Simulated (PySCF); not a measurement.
C₄H₁₃NSi, SMILES CC(C)N(C)[SiH3].

The structure is a stationary point at B3LYP-D3(BJ)/def2-SVP. The values are those of a single conformer.

Two levels are set side by side: PBE/def2-TZVP (PySCF) and M06-2X/def2-TZVP (PySCF). Same geometry, gas phase. Differences are taken from unrounded values.

| quantity | PBE |
|---|---|
| orbital gap (eV) | 4.74 |
| highest occupied level (eV) | -5.00 |
| lowest empty level (eV) | -0.26 |
| dipole moment (D) | 1.10 |

Question: These are the PBE values. What does M06-2X give? (The exact figures need the calculation; the answer reports its results.)

Answer: 
```json
[
 {"quantity": "orbital gap (eV)", "M06-2X": "8.85", "PBE minus M06-2X": "-4.11"},
 {"quantity": "highest occupied level (eV)", "M06-2X": "-7.58", "PBE minus M06-2X": "2.58"},
 {"quantity": "lowest empty level (eV)", "M06-2X": "1.27", "PBE minus M06-2X": "-1.54"},
 {"quantity": "dipole moment (D)", "M06-2X": "1.00", "PBE minus M06-2X": "0.10"}
]
```

PBE's occupied levels lie high since its potential decays too fast outside the molecule; exact exchange lowers them and widens the gap. Differences between two approximate levels are no errors against the true value.

Rough cost on one machine, each run with all the roots and properties that it gave: M06-2X against PBE about 2 times.
